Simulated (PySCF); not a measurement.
Fill in the blanks.

Compound: (Cl)2Al-S-SiH3.
Z-matrix (Å and degrees, PBE0-D3(BJ)/def2-SVP geometry), rows numbered from 1:
```
Al
Cl  1  2.0831
Cl  1  2.0904  2  119.25
S   1  2.1581  2  119.91  3  -179.92
Si  4  2.1671  1  100.57  2   176.62
H   5  1.4893  4  104.73  1   177.75
H   5  1.4904  4  110.94  1   -63.73
H   5  1.4893  4  111.34  1    58.91
```

| property | level | value |
| --- | --- | --- |
| rotational constants A, B, C | PBE0-D3(BJ)/def2-SVP | 2.163, 0.976, 0.678 GHz |
| dipole moment | CAM-B3LYP/def2-SVPD | ? |
| HOMO energy | CAM-B3LYP/def2-SVPD | -9.41 eV |
| LUMO energy | CAM-B3LYP/def2-SVPD | -0.53 eV |
| lowest singlet excitation | TDDFT CAM-B3LYP/def2-SVPD | ? |
| lowest triplet excitation (Tamm–Dancoff) | TDA CAM-B3LYP/def2-SVPD | ? |
| static isotropic polarisability | CAM-B3LYP/def2-SVPD | 97.9 au |
| electronic spatial extent ⟨r²⟩ about the centre of nuclear charge | CAM-B3LYP/def2-SVPD | ? |
| 1H chemical shifts (computed TMS as zero) by class | GIAO B3LYP/pcSseg-1 (pcSseg-2 on Al) | ? |
| isotropic shieldings of nuclei other than C and H, by class | GIAO B3LYP/pcSseg-1 (pcSseg-2 on Al) | 374 (Al1), 389 (Si5), 757 (S4), 887 (Cl2/Cl3) ppm |
| core binding energies | ΔSCF SCAN, pcX-2 on the ionised atom, pcseg-1 elsewhere, spin-free X2C, 2p3/2 from a spin–orbit splitting computed afterwards within the 2p shell | ? |

Gas-phase values; electronic properties from PySCF, density fitting. Geometry: PBE0-D3(BJ)/def2-SVP, one conformer, isolated molecule. NMR classes are plain means over equivalent atoms (diastereotopic ones count apart unless rotation or inversion swaps them), as if these changed places fast; in this geometry the members of some classes differ.

(1) The core binding energies?

(2) The dipole moment?

(3) What is the electronic spatial extent ⟨r²⟩ about the centre of nuclear charge?

(4) Give the 1H chemical shifts (computed TMS as zero) by class.

(5) The lowest singlet excitation?

(6) The lowest triplet excitation (Tamm–Dancoff)?

## Answers

(1) Si2p3/2 107.7 (Si5), S2p3/2 169.1 (S4), Cl2p3/2 206.2 (Cl2/Cl3), Al1s 1568.8 (Al1), Si1s 1847.5 (Si5), S1s 2476.9 (S4), Cl1s 2828.7 (Cl2/Cl3) eV.

(2) 1.45 D.

(3) 1526 bohr².

(4) 4.56 (H6/H7/H8) ppm.

(5) 5.73 eV (216 nm, f = 0.016).

(6) 5.41 eV.

In atomic units the dipole is 0.57 e·bohr (1 au = 2.5417 D). The largest Löwdin shares of the LUMO are 0.50 on Al1, 0.15 on S4, 0.13 on Cl3 and 0.13 on Cl2. The principal polarisabilities are 76.3, 97.8 and 119.7 au; their mean is the isotropic value. The largest Löwdin shares of the HOMO are 0.70 on S4, 0.11 on Si5, 0.08 on Al1 and 0.04 on H7.

For the TDDFT job (CAM-B3LYP/def2-SVPD), on an Intel Xeon at 2.50 GHz with one thread, shared host with 64 logical CPUs at a one-minute load of 62, this took 64 s (with the writing of density and orbital grids) and 0.70 GiB of memory at its peak.
